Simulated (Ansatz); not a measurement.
```xyz
11

C    -1.519   -1.088   -1.026
Si   -0.495   -0.335    0.335
S     1.511   -0.105   -0.404
Si    2.188    1.308    1.033
H    -1.539   -0.435   -1.901
H    -2.545   -1.241   -0.684
H    -1.111   -2.055   -1.326
H    -0.481   -1.207    1.538
H    -1.010    1.003    0.733
H     3.615    1.590    0.717
H     1.385    2.564    0.984
```

The species carries charge 0 and has multiplicity 2.

List the ωB97M-V/def2-TZVPP orbital energies in eV (Ansatz 0.2.0). (Estimate.)

Computed: α occupied: -2426.58, -1807.58, -1807.47, -281.27, -220.60, -163.67, -163.64, -163.57, -148.58, -148.49, -102.80, -102.68, -102.64, -102.63, -102.59, -102.57, -23.31, -22.41, -17.46, -16.72, -14.34, -14.25, -12.86, -12.48, -12.11, -11.34, -11.24, -10.10, -7.70. α empty: 1.82, 1.86, 2.36, 2.93, 3.24, 3.53, 3.91, 4.26. β occupied: -2426.56, -1807.48, -1807.47, -281.27, -220.58, -163.65, -163.61, -163.52, -148.49, -148.48, -102.64, -102.62, -102.59, -102.57, -102.56, -102.52, -23.22, -22.37, -17.23, -16.38, -14.33, -14.23, -12.71, -12.32, -12.03, -11.25, -11.01, -9.80. β empty: -0.91, 1.90, 1.99, 2.50, 3.09, 3.36, 3.56, 3.93. ⟨S²⟩ = 0.752.
